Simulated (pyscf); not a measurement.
## H₃C–N(CH₃)–Zr(OH)(OH)–OH (SMILES C[N](C)[Zr]([OH])([OH])[OH]), singlet

Gas-phase minimum from PySCF at ωB97X-D3(BJ)/def2-SVP, one conformer. 

SMILES: C[N](C)[Zr]([OH])([OH])[OH]
```xyz
16

C     -0.8745     0.6979    -2.6239
N     -0.4213     0.0377    -1.4189
C     -0.5375    -1.4037    -1.4668
Zr     0.1889     1.0146     0.2614
O     -1.3237     1.2433     1.4546
O      0.8299     2.7482    -0.3195
O      1.5077    -0.1190     1.1180
H     -1.9457     0.4985    -2.8324
H     -0.7486     1.7894    -2.5346
H     -0.3003     0.3702    -3.5145
H      0.0550    -1.8390    -2.2973
H     -0.1643    -1.8530    -0.5308
H     -1.5875    -1.7353    -1.6015
H     -2.1780     1.2564     1.8821
H      1.1603     3.6441    -0.3641
H      2.1301    -0.5293     1.7161
```
Charge 0, spin multiplicity 1.

Bonds (Å): C1–N2 1.447, C1–H8 1.109, C1–H9 1.102, C1–H10 1.109, N2–C3 1.447, N2–Zr4 2.037, C3–H11 1.109, C3–H12 1.103, C3–H13 1.109, Zr4–O5 1.940, Zr4–O6 1.937, Zr4–O7 1.939, O5–H14 0.955, O6–H15 0.956 (the first ones only). Angles (°): N2–C1–H8 112.1, N2–C1–H9 110.4, N2–C1–H10 111.8, H8–C1–H9 107.7, H8–C1–H10 107.2, H9–C1–H10 107.4, C1–N2–C3 113.7, C1–N2–Zr4 124.2, C3–N2–Zr4 121.9, N2–C3–H11 111.9, N2–C3–H12 110.5, N2–C3–H13 112.2, H11–C3–H12 107.1, H11–C3–H13 107.3 (the first ones only).

Properties at ωB97X-D3(BJ)/def2-SVP:

```json
{
 "harmonic_wavenumbers_unscaled": "17, 99, 101, 155, 163, 169, 179, 196, 208, 241, 250, 275, 285, 297, 304, 319, 354, 561, 705, 709, 715, 1015, 1096, 1110, 1169, 1257, 1305, 1441, 1462, 1466, 1472, 1490, 1507, 2987, 2993, 3047, 3055, 3123, 3133, 4037, 4040, 4045 cm⁻¹",
 "zero_point_energy": "75.1 kcal/mol",
 "rotational_symmetry_number": "1",
 "Entropy of this conformer at 298 K and 1 atm, rigid rotor and harmonic oscillator, modes under 100 cm⁻¹ raised to 100": "455.0 J/(mol K)",
 "dipole_moment": "0.87 D"
}
```

Single-point totals, which compare only within one level:

| level | total energy (hartree) |
|---|---|
| ωB97X-D3(BJ)/def2-TZVP | -409.61706 |
| PBE/def2-TZVP | -409.08260 |
| r²SCAN/def2-TZVP | -409.32074 |
| B3LYP-D3(BJ)/def2-TZVP | -409.53464 |
| PBE0-D3(BJ)/def2-TZVP | -409.07692 |
| M06-2X/def2-TZVP | -409.23594 |
| ωB97M-D3(BJ)/def2-TZVP | -409.52627 |

The lowest mode is so soft that the shape along it may change with the basis. Soft torsions are taken as harmonic, which can shift the entropy by several J/(mol K). Elements past Kr carry the def2 core potentials, without spin-orbit coupling.
